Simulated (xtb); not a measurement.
xtb input:

```bash
xtb mol.xyz --gfn 2 --sp --chrg 0 --uhf 0
```
mol.xyz:
```
5

F     -1.60322675    -1.30108809    -1.00970444
Ge    -1.00695234    -0.00749072    -0.05200072
F     -1.63756528     1.43365324    -0.73870675
F     -1.74079226    -0.16962316     1.49115378
I      1.45390063     0.01081557     0.07508188
```

Q: Which total energy does the run end on?

A: -20.11090 Eh (GFN2-xTB).
